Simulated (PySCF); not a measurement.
**Assignment exercise: C$_{9}$H$_{13}$N**

Bonds (- single, = double, # triple, : aromatic): C1-C2, C2-C3, C2-C4, C4:C5, C5:C6, C6:C7, C7:C8, C8:C9, C9-N10, C9:C4. C1 carries H11, H12, H13; C2 carries H14; C3 carries H15, H16, H17; C5 carries H18; C6 carries H19; C7 carries H20; C8 carries H21; N10 carries H22, H23.

PySCF calculation with geometry from GFN2-xTB and σ from GIAO-PBE0/pcSseg-1; equivalent nuclei averaged, non-relativistic Hamiltonian, one computed conformer, no solvent.

Referencing at the same level of theory: TMS for 13C, 1H.

(1) Assign these signals to the numbered atoms. 13C{1H} NMR (computed): δ 149.0 (C), 134.3 (C), 132.5 (CH), 129.8 (CH), 122.9 (CH), 118.4 (CH), 32.7 (CH), 23.3 (CH3).

(2) Assign these signals to the numbered atoms. 1H NMR (300 MHz, computed): δ 7.36 (m, 1H), 7.31 (d, 1H), 6.99 (m, 1H), 6.79 (d, 1H), 3.50 (br s, 2H), 2.43 (sept, 1H), 1.30 (d, 6H).

Answers

(1) 
```tsv
δ (ppm)	atoms	environment	reason
149.0	C9	aromatic carbon bearing nitrogen	σ withdrawal by the attached heteroatom moves it downfield of the ring CH carbons
134.3	C4	substituted aromatic carbon	–
132.5	C7	aromatic CH	the aromatic region
129.8	C5	aromatic CH	–
122.9	C6	aromatic CH	–
118.4	C8	aromatic CH	it is ortho or para to a lone-pair donor and shielded by resonance
32.7	C2	sp3 CH on an aromatic ring	a saturated carbon with 3 carbon neighbours and no heteroatom attached
23.3	C1/C3	methyl carbon	a saturated carbon with 1 carbon neighbour and no heteroatom attached
```

C4 and C7 lie closer than the usual error of such a calculation, so a measured spectrum could show them in the other order.

(2) 
7.36 → H20, hydrogen on an aromatic CH: the ring current deshields protons in the ring plane
7.31 → H18, hydrogen on an aromatic CH
6.99 → H19, hydrogen on an aromatic CH
6.79 → H21, hydrogen on an aromatic CH
3.50 → H22/H23, hydrogen on an aniline-type nitrogen: labile proton, position sensitive to the medium
2.43 → H14, hydrogen on an sp3 CH on an aromatic ring: benzylic-type position, deshielded by the ring
1.30 → H11/H12/H13/H15/H16/H17, hydrogen on a methyl carbon

H20 and H18 lie closer than the usual error of such a calculation, so a measured spectrum could show them in the other order.

Exchangeable OH/NH protons stand at their gas-phase positions; hydrogen bonding in a real sample shifts them, mostly to higher δ. Shifts are as computed. Against solution values, carbons near 30 ppm lie about +3 ppm off and those near 130 ppm about +5 ppm. Of 1211 compounds with measured shifts, 218 miss one by over three times the rms of a fit or turn the order of signals round; such compounds aren't used in these exercises. Multiplicities follow the n + 1 count of equivalent neighbours, as no J values were calculated; m marks all less simple cases, F and P coupling included.
